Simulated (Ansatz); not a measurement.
CH8FNSi2 (`CN([SiH3])[SiH2]F`). The species carries charge 0 and has multiplicity 1. The structure was optimised at the PBE0-D4/def2-TZVP level. It is one conformer, not always the lowest.

```xyz
13

C    -0.461    1.440   -0.109
N     0.013    0.055   -0.075
Si    1.420   -0.241    0.895
Si   -0.924   -1.158   -0.822
F    -2.194   -1.588    0.056
H    -0.932    1.735    0.835
H     0.366    2.129   -0.306
H    -1.196    1.577   -0.907
H     2.555    0.581    0.391
H     1.747   -1.684    0.813
H     1.185    0.145    2.314
H    -0.094   -2.368   -0.999
H    -1.484   -0.623   -2.086
```

Task: What is the dipole moment at B3LYP/def2-TZVPP? (Best estimate.)

Result: The calculation gave: 1.70 D, with components (0.89, 1.36, -0.49) D in this frame, pointing from negative to positive charge.

Task: And with PBE, r2SCAN, ωB97M-V? (Estimate.)

Result: The calculation gave: PBE 1.65 D, r2SCAN 1.67 D, ωB97M-V 1.68 D.

Task: Give the Mulliken charges with B3LYP, PBE, r2SCAN in def2-TZVPP. (Estimate.)

Result: Computed: 
```json
{"atom": "C1", "B3LYP": "-0.22", "PBE": "-0.22", "r2SCAN": "-0.09"}
{"atom": "N2", "B3LYP": "-0.27", "PBE": "-0.18", "r2SCAN": "-0.31"}
{"atom": "Si3", "B3LYP": "0.31", "PBE": "0.23", "r2SCAN": "0.33"}
{"atom": "Si4", "B3LYP": "0.58", "PBE": "0.48", "r2SCAN": "0.59"}
{"atom": "F5", "B3LYP": "-0.33", "PBE": "-0.29", "r2SCAN": "-0.33"}
{"atom": "H6", "B3LYP": "0.12", "PBE": "0.11", "r2SCAN": "0.08"}
{"atom": "H7", "B3LYP": "0.10", "PBE": "0.10", "r2SCAN": "0.07"}
{"atom": "H8", "B3LYP": "0.09", "PBE": "0.09", "r2SCAN": "0.06"}
{"atom": "H9", "B3LYP": "-0.07", "PBE": "-0.06", "r2SCAN": "-0.08"}
{"atom": "H10", "B3LYP": "-0.06", "PBE": "-0.04", "r2SCAN": "-0.06"}
{"atom": "H11", "B3LYP": "-0.07", "PBE": "-0.06", "r2SCAN": "-0.07"}
{"atom": "H12", "B3LYP": "-0.09", "PBE": "-0.08", "r2SCAN": "-0.09"}
{"atom": "H13", "B3LYP": "-0.10", "PBE": "-0.09", "r2SCAN": "-0.10"}
```

B3LYP here is the variant with VWN-RPA as its local correlation; programs differ in this.
